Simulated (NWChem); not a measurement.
All runs are NWChem calculations. System: NS, charge 0, spin multiplicity 2, at a geometry optimised with UPBE0/def2-SVP. The structure started from a generated list of species. Its SCF solution wasn't tested for a lower state. Level: ROCCSDT/6-31G* (spherical d), 6 core orbitals frozen.

The NWChem input:

```
start mol
memory heap 100 mb stack 700 mb global 1900 mb
geometry units angstroms nocenter noautoz
  N      0.000000     0.000000     1.044505
  S      0.000000     0.000000    -0.456971
  symmetry group C2v
end
basis spherical
  * library 6-31g*
end
scf
  rohf
  nopen 1
  maxiter 100
  thresh 1e-7
  semidirect memsize 60000000 filesize 0
  # guess.movecs holds the orbitals of an unrestricted PBE0 run
  vectors input guess.movecs output mol.movecs
end
tce
  freeze core 6
  ccsdt
  2eorb
  2emet 13
  thresh 1e-6
  maxiter 100
  tilesize 24
end
task tce energy
```

NWChem printed:

```
             Northwest Computational Chemistry Package (NWChem) 7.3.0
             --------------------------------------------------------

                                NWChem Input Module
                                -------------------

 Scaling coordinates for geometry "geometry" by  1.889725989
 (inverse scale =  0.529177249)

 Turning off AUTOSYM since
 SYMMETRY directive was detected!

                             Geometry "geometry" -> ""
                             -------------------------

 Output coordinates in angstroms (scale by  1.889725989 to convert to a.u.)

  No.       Tag          Charge          X              Y              Z
 ---- ---------------- ---------- -------------- -------------- --------------
    1 N                    7.0000     0.00000000     0.00000000     1.04450500
    2 S                   16.0000     0.00000000     0.00000000    -0.45697100

 Effective nuclear repulsion energy (a.u.)      39.4730597678

            Nuclear Dipole moment (a.u.)
            ----------------------------
        X                 Y               Z
 ---------------- ---------------- ----------------
     0.0000000000     0.0000000000    -0.0000018897

      Symmetry information
      --------------------

 Group name             C2v
 Group number             16
 Group order               4
 No. of unique centers     2

      Symmetry unique atoms

     1    2


 Summary of "ao basis" -> "" (spherical)
 ------------------------------------------------------------------------------
       Tag                 Description            Shells   Functions and Types
 ---------------- ------------------------------  ------  ---------------------
 *                           6-31g*                   on all atoms

 Summary of "ao basis" -> "ao basis" (spherical)
 ------------------------------------------------------------------------------
       Tag                 Description            Shells   Functions and Types
 ---------------- ------------------------------  ------  ---------------------
 N                           6-31g*                  6       14   3s2p1d
 S                           6-31g*                  8       18   4s3p1d

                                 NWChem SCF Module
                                 -----------------

  ao basis        = "ao basis"
  functions       =    32
  atoms           =     2
  closed shells   =    11
  open shells     =     1
  charge          =   0.00
  wavefunction    = ROHF
  use symmetry    = T
  symmetry adapt  = T

 Summary of "ao basis" -> "ao basis" (spherical)
 ------------------------------------------------------------------------------
       Tag                 Description            Shells   Functions and Types
 ---------------- ------------------------------  ------  ---------------------
 N                           6-31g*                  6       14   3s2p1d
 S                           6-31g*                  8       18   4s3p1d

      Symmetry analysis of basis
      --------------------------

        a1         16
        a2          2
        b1          7
        b2          7

 Forming initial guess at       0.0s

      Symmetry analysis of molecular orbitals - initial
      -------------------------------------------------

  Numbering of irreducible representations:

     1 a1          2 a2          3 b1          4 b2

  Orbital symmetries:

     1 a1          2 a1          3 a1          4 b1          5 a1
     6 b2          7 a1          8 a1          9 b2         10 b1
    11 a1         12 b2         13 b1         14 a1         15 a1
    16 b1         17 b2         18 a1         19 a1         20 b2
    21 b1         22 a2

 Starting SCF solution at       0.1s

 ----------------------------------------------
         Quadratically convergent ROHF

 Convergence threshold     :          1.000E-07
 Maximum no. of iterations :          100
 Final Fock-matrix accuracy:          1.000E-09
 ----------------------------------------------

              iter       energy          gnorm     gmax       time
             ----- ------------------- --------- --------- --------
                 1     -451.8431232023  6.99D-01  2.61D-01      0.2
                 2     -451.8691821100  2.65D-01  9.40D-02      0.2
                 3     -451.8762708869  2.36D-02  1.85D-02      0.2
                 4     -451.8775776262  1.70D-02  7.12D-03      0.2
                 5     -451.8777705928  1.24D-03  5.43D-04      0.2
                 6     -451.8777719965  1.04D-05  4.48D-06      0.3
                 7     -451.8777719966  3.16D-09  1.75D-09      0.3

       Final ROHF results
       ------------------

         Total SCF energy =   -451.877771996577
      One-electron energy =   -701.453864616893
      Two-electron energy =    210.103032852484
 Nuclear repulsion energy =     39.473059767833

        Time for solution =      0.2s

       Symmetry analysis of molecular orbitals - final
       -----------------------------------------------

  Numbering of irreducible representations:

     1 a1          2 a2          3 b1          4 b2

  Orbital symmetries:

     1 a1          2 a1          3 a1          4 a1          5 b1
     6 b2          7 a1          8 a1          9 a1         10 b2
    11 b1         12 b2         13 b1         14 a1         15 a1
    16 b1         17 b2         18 a1         19 a1         20 b2
    21 b1         22 a2

             Final eigenvalues
             -----------------

              1
    1  -92.0130
    2  -15.6773
    3   -9.0279
    4   -6.7092
    5   -6.7081
    6   -6.7055
    7   -1.2346
    8   -0.7935
    9   -0.5525
   10   -0.5071
   11   -0.4930
   12   -0.1473
   13    0.0287
   14    0.1962
   15    0.4179
   16    0.4962
   17    0.4996
   18    0.6312
   19    0.8533
   20    0.9377
   21    0.9622
   22    0.9814

                       ROHF Final Molecular Orbital Analysis
                       -------------------------------------

 Vector   10  Occ=2.000000D+00  E=-5.071325D-01  Symmetry=b2
              MO Center= -1.1D-16,  2.9D-14, -3.8D-02, r^2= 1.5D+00
   Bfn.  Coefficient  Atom+Function         Bfn.  Coefficient  Atom+Function
  ----- ------------  ---------------      ----- ------------  ---------------
    22      0.610560  2 S  py                26      0.302936  2 S  py
     4      0.292667  1 N  py                18     -0.229440  2 S  py
     8      0.170465  1 N  py

 Vector   11  Occ=2.000000D+00  E=-4.929967D-01  Symmetry=b1
              MO Center=  9.1D-14, -3.8D-17,  2.2D-01, r^2= 1.5D+00
   Bfn.  Coefficient  Atom+Function         Bfn.  Coefficient  Atom+Function
  ----- ------------  ---------------      ----- ------------  ---------------
    21      0.521487  2 S  px                 3      0.358738  1 N  px
     7      0.276616  1 N  px                25      0.242665  2 S  px
    17     -0.200125  2 S  px

 Vector   12  Occ=1.000000D+00  E=-1.473348D-01  Symmetry=b2
              MO Center= -1.6D-16, -4.3D-15,  5.3D-01, r^2= 1.6D+00
   Bfn.  Coefficient  Atom+Function         Bfn.  Coefficient  Atom+Function
  ----- ------------  ---------------      ----- ------------  ---------------
     4      0.603072  1 N  py                 8      0.479170  1 N  py
    22     -0.414636  2 S  py                26     -0.339831  2 S  py

 Vector   13  Occ=0.000000D+00  E= 2.865033D-02  Symmetry=b1
              MO Center= -5.9D-15, -2.9D-16,  2.1D-01, r^2= 2.1D+00
   Bfn.  Coefficient  Atom+Function         Bfn.  Coefficient  Atom+Function
  ----- ------------  ---------------      ----- ------------  ---------------
     7      0.570936  1 N  px                25     -0.514742  2 S  px
     3      0.438459  1 N  px                21     -0.428543  2 S  px
    17      0.160555  2 S  px

 Vector   14  Occ=0.000000D+00  E= 1.962410D-01  Symmetry=a1
              MO Center=  7.4D-16, -2.4D-15, -4.6D-01, r^2= 3.1D+00
   Bfn.  Coefficient  Atom+Function         Bfn.  Coefficient  Atom+Function
  ----- ------------  ---------------      ----- ------------  ---------------
    27     -1.465434  2 S  pz                 6      1.378605  1 N  s
    24     -1.186754  2 S  s                  9     -0.612927  1 N  pz
     5     -0.218065  1 N  pz                23     -0.206197  2 S  pz

 Vector   15  Occ=0.000000D+00  E= 4.179262D-01  Symmetry=a1
              MO Center=  7.6D-15,  3.7D-15, -8.3D-01, r^2= 2.7D+00
   Bfn.  Coefficient  Atom+Function         Bfn.  Coefficient  Atom+Function
  ----- ------------  ---------------      ----- ------------  ---------------
    24      1.890468  2 S  s                 20     -1.612696  2 S  s
     6     -0.353056  1 N  s                 23      0.328161  2 S  pz
    27     -0.156635  2 S  pz

 center of mass
 --------------
 x =   0.00000000 y =   0.00000000 z =   0.00065633

 moments of inertia (a.u.)
 ------------------
          78.398077971838           0.000000000000           0.000000000000
           0.000000000000          78.398077971838           0.000000000000
           0.000000000000           0.000000000000           0.000000000000

  Mulliken analysis of the total density
  --------------------------------------

    Atom       Charge   Shell Charges
 -----------   ------   -------------------------------------------------------
    1 N    7     7.25   2.00  0.90  2.05  0.97  1.29  0.04
    2 S   16    15.75   2.00  2.00  5.98  1.34  2.80  0.53  0.98  0.10

 Mulliken analysis of the open-shell density
 -------------------------------------------

    Atom       Charge   Shell Charges
 -----------   ------   -------------------------------------------------------
    1 N    7     0.72   0.00  0.00  0.47 -0.00  0.25 -0.00
    2 S   16     0.28   0.00  0.00  0.00 -0.00  0.16 -0.00  0.09  0.02

       Multipole analysis of the density wrt the origin
       ------------------------------------------------

     L   x y z        total         open         nuclear
     -   - - -        -----         ----         -------
     0   0 0 0     -0.000000     -1.000000     23.000000

     1   1 0 0      0.000000      0.000000      0.000000
     1   0 1 0     -0.000000      0.000000      0.000000
     1   0 0 1     -0.584353     -1.001058     -0.000002

     2   2 0 0    -12.720223     -0.644242      0.000000
     2   1 1 0     -0.000000      0.000000      0.000000
     2   1 0 1      0.000000      0.000000      0.000000
     2   0 2 0    -14.253416     -1.932725      0.000000
     2   0 1 1      0.000000      0.000000      0.000000
     2   0 0 2    -14.194004     -4.155216     39.203482

                   NWChem Extensible Many-Electron Theory Module
                   ---------------------------------------------


            General Information
            -------------------
      Number of processors :     1
         Wavefunction type : Restricted open-shell Hartree-Fock
          No. of electrons :    23
           Alpha electrons :    12
            Beta electrons :    11
           No. of orbitals :    64
            Alpha orbitals :    32
             Beta orbitals :    32
        Alpha frozen cores :     6
         Beta frozen cores :     6
     Alpha frozen virtuals :     0
      Beta frozen virtuals :     0
         Spin multiplicity : doublet
    Number of AO functions :    32
       Number of AO shells :    14
        Use of symmetry is : on
      Symmetry adaption is : on
         Schwarz screening : 0.10D-09

          Correlation Information
          -----------------------
          Calculation type : Coupled-cluster singles, doubles, & triples
   Perturbative correction : none
            Max iterations :      100
        Residual threshold : 0.10D-05
     T(0) DIIS level shift : 0.00D+00
     L(0) DIIS level shift : 0.00D+00
     T(1) DIIS level shift : 0.00D+00
     L(1) DIIS level shift : 0.00D+00
     T(R) DIIS level shift : 0.00D+00
     T(I) DIIS level shift : 0.00D+00
   CC-T/L Amplitude update :  5-th order DIIS
                I/O scheme : Global Array Library
        L-threshold :  0.10D-05
        EOM-threshold :  0.10D-05
 no EOMCCSD initial starts read in
 TCE RESTART OPTIONS
 SLICE:      F
 D4D5:       F
 quantumc:   F
 qrotation:  F
 pwtce:      F
 qducc:      F
 nacto:                         0
 nrotv:                         0
 nrot:                          0

            Memory Information
            ------------------
          Available GA space size is     249034752 doubles
          Available MA space size is     104855060 doubles

 Maximum block size supplied by input
 Maximum block size        24 doubles

 tile_dim =      9

 -------------------------------------------------

 Global array virtual files algorithm will be used

 Parallel file system coherency ......... OK

 4-electron integrals stored in orbital form

 v2    file size   =            31523
 4-index algorithm nr.  13 is used
 imaxsize =       30
 imaxsize ichop =        0
 IN MAPPING 1 for UCC(4),CCSDT,CCSDTQ


 CCSDT iterations
 --------------------------------------------------------
 Iter          Residuum       Correlation     Cpu    Wall
 --------------------------------------------------------
    1   0.6880478631695  -0.2870948277689     4.7     4.7
    2   0.2618373782802  -0.2705910048773     4.6     4.6
    3   0.2457519482929  -0.3130785229899     4.9     4.9
    4   0.1867127088974  -0.2928936005275     5.3     5.3
    5   0.1686865434480  -0.3136735566551     4.7     4.7
    6   0.0133631427056  -0.3070366901484     4.9     4.9
    7   0.0071442387220  -0.3068164584205     5.0     5.0
    8   0.0043043211456  -0.3069118940702     4.8     4.8
    9   0.0028215147788  -0.3069549186970     3.9     3.9
   10   0.0018647930050  -0.3070280061915     3.1     3.1
   11   0.0006017136082  -0.3071048863941     3.3     3.3
   12   0.0003421454984  -0.3070853042773     4.7     4.7
   13   0.0002102118252  -0.3071084091697     4.8     4.8
   14   0.0001712491051  -0.3070970847141     4.5     4.5
   15   0.0001143202380  -0.3071079394784     4.4     4.4
   16   0.0000362821132  -0.3071054369925     2.9     2.9
   17   0.0000185701259  -0.3071047449666     2.9     2.9
   18   0.0000113888851  -0.3071046880256     3.0     3.0
   19   0.0000077731042  -0.3071046834216     3.4     3.4
   20   0.0000057663897  -0.3071047444873     4.7     4.7
   21   0.0000034088493  -0.3071048490691     3.0     3.0
   22   0.0000022904195  -0.3071046788803     2.9     2.9
   23   0.0000015181802  -0.3071048033439     3.0     3.0
   24   0.0000012858782  -0.3071047074481     4.4     4.4
   25   0.0000009690820  -0.3071047807901     4.3     4.3
 --------------------------------------------------------
 Iterations converged
 CCSDT correlation energy / hartree =        -0.307104780790082
 CCSDT total energy / hartree       =      -452.184876777366753

 Singles contributions
    12b2  (beta ) ---    10b2  (beta )        0.1107505987

 Doubles contributions
    13b1  (alpha)    13b1  (beta ) ---    11b1  (alpha)    11b1  (beta )       -0.1620039898
    13b1  (alpha)    12b2  (beta ) ---    11b1  (alpha)    10b2  (beta )       -0.1065889624

 Task  times  cpu:      104.1s     wall:      104.1s

 Total times  cpu:      104.1s     wall:      104.1s
```
